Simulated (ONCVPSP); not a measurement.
## PBE ONCV dataset for Rh, scalar-relativistic all-electron reference.

| Quantity | Value |
| --- | --- |
| Element | Rh |
| Generator | ONCVPSP 4.0.1 |
| Type | optimised norm-conserving Vanderbilt (ONCV) |
| Functional | PBE |
| Relativity | scalar-relativistic |
| Frozen core | [Ar] 3d10 |
| Valence charge | 17 |
| Reference configuration | 4s2 4p6 4d9 |
| Partial waves | 4s: rc 1.35 bohr, ncon 3, nbas 7, qcut 8.8 1/bohr, 2 projectors, debl 3.4 Ha; 4p: rc 1.40 bohr, ncon 5, nbas 9, qcut 10.8 1/bohr, 2 projectors, debl 1.3 Ha; 4d: rc 2.20 bohr, ncon 5, nbas 10, qcut 5.9 1/bohr, 2 projectors, debl 2.1 Ha |
| Local potential | polynomial inside 1.10 bohr (lpopt 5, dvloc0 6 Ha) |
| Core correction | polynomial model core, fcfact 0.6 |

In the p channel the program set the typed energies aside and used -1.744, 0.250 Ha.

Q: Estimate the cutoffs (Ha) at which the residual kinetic energy of the hardest occupied pseudo-wave falls to 1 and 0.1 mHa per electron.

A: 41 Ha and 48 Ha.

Q: Does the potential have ghost states?

A: No bound ghost flagged; GHOST(+) flagged for s at 368.4 eV.

Q: Which valence shell sets the plane-wave cutoff?

A: 4p: 41 Ha for 1 mHa per electron, against 29 Ha for 4s.

Q: Tests: 4s2 4p6 4d8 5s1; 4s2 4p6 4d8; 4s2 4p6 4d7; 4s1 4p6 4d8 5s1. Which has the largest error in its energy relative to the reference configuration, and how large is it?

A: 4s1 4p6 4d8 5s1, with -201 meV (all-electron minus pseudo) on +89.95 eV.
